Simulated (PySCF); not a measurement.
Compound: C8H8Cl (doublet state).
Geometry (GFN2-xTB, Å), atoms numbered from 1 in this order:
```xyz
17
C8H8Cl angstrom
C      3.3808   -1.4510    0.8923
C      2.0711   -0.9365    0.5731
C      0.9683   -0.5109    0.3049
C     -0.2829   -0.0190   -0.0046
C     -1.5096   -0.6393    0.2486
C     -2.5322    0.1474   -0.1960
Cl    -4.2001   -0.2041   -0.0958
C     -2.0394    1.4192   -0.8137
C     -0.5106    1.3077   -0.6834
H      3.8439   -0.8458    1.6738
H      4.0205   -1.4257    0.0086
H      3.3042   -2.4801    1.2442
H     -1.6192   -1.5966    0.7248
H     -2.3603    1.4993   -1.8555
H     -2.4349    2.2915   -0.2870
H     -0.0145    1.3334   -1.6564
H     -0.0920    2.1224   -0.0878
```

The species is `[C]1(C#CC)CCC(=C1)Cl` [radical].

Method: PySCF 2.14.0, UKS B3LYP, pcH-1 on C Cl H, non-relativistic, mean-field spin-orbit, GIAO. Isolated species at its GFN2-xTB geometry, gas phase. The geometry wasn't refined by DFT: couplings that depend on bond lengths, twists or pyramidal angles can differ widely from those at the functional's own minimum. No stability test was run, so a lower SCF solution isn't excluded. ⟨S²⟩ is 0.779 where a pure state has 0.75.

The largest Mulliken spin populations are on C4 (+0.53), C6 (+0.45), C2 (+0.34) and C5 (-0.21). Three atoms exceed +0.15. The angles at C4 add up to 360.0°, so it is planar.

Problem. Find Q in a(H) = Q·ρ(C) for the protons on the planar carbons that carry spin.

Solution. 
```csv
H,C,ρ(C),a(H) (G),a/ρ (G)
H13,C5,-0.210,+3.62,-17.2
```

One proton gives one ratio, Q = -17.2 G, and no test of linearity. Where ρ is negative the coupling is positive.

Problem. List the C–H protons on four-coordinate carbons next to a three-coordinate spin centre, with their couplings and θ (C–H bond against the normal to the plane of the centre's neighbours, projected along the bond that joins the two).

Solution. 
```csv
β H,on,centre,θ (°),cos²θ,a (G)
H16,C9,C4,31,0.74,+19.74
H17,C9,C4,31,0.74,+19.80
H14,C8,C6,30,0.74,+18.87
H15,C8,C6,31,0.74,+18.82
```

Couplings in gauss use g_iso = 2.0040.
